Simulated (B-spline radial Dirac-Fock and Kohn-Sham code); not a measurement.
**X-ray scattering factor of F⁸⁺**

System: F⁸⁺, configuration 1s1.

Model: Dirac-Fock orbitals of the configuration average with a finite nucleus. Program: a radial finite-basis atomic code. f₀ is the Fourier transform of the spherical electron density, S the Waller-Hartree incoherent function, and s = sin θ/λ.

| s (Å⁻¹) | f₀ | S |
| --- | --- | --- |
| 0 | 1.000 | 0.000 |
| 0.06 | 0.999 | 0.002 |
| 0.08 | 0.998 | 0.003 |
| 0.1 | 0.997 | 0.005 |
| 0.12 | 0.996 | 0.008 |
| 0.16 | 0.993 | 0.014 |
| 0.2 | 0.989 | 0.021 |
| 0.25 | 0.983 | 0.033 |
| 0.31 | 0.974 | 0.051 |
| 0.39 | 0.960 | 0.079 |
| 0.49 | 0.938 | 0.121 |
| 0.61 | 0.906 | 0.179 |
| 0.77 | 0.856 | 0.267 |
| 0.97 | 0.786 | 0.382 |
| 1.22 | 0.691 | 0.522 |
| 1.53 | 0.575 | 0.669 |
| 1.92 | 0.444 | 0.803 |
| 2.42 | 0.310 | 0.904 |
| 3.03 | 0.198 | 0.961 |
| 3.81 | 0.113 | 0.987 |
| 4.79 | 0.059 | 0.997 |
| 6.02 | 0.029 | 0.999 |
| 7.56 | 0.013 | 1.000 |

f₀ starts at the number of electrons, 1, and has fallen to half at s ≈ 1.75 Å⁻¹. The sum of ⟨r²⟩ over the electrons is 0.03694 bohr².

Values without a named source are computed, but for edge energies of neutral atoms, which are taken from tables.
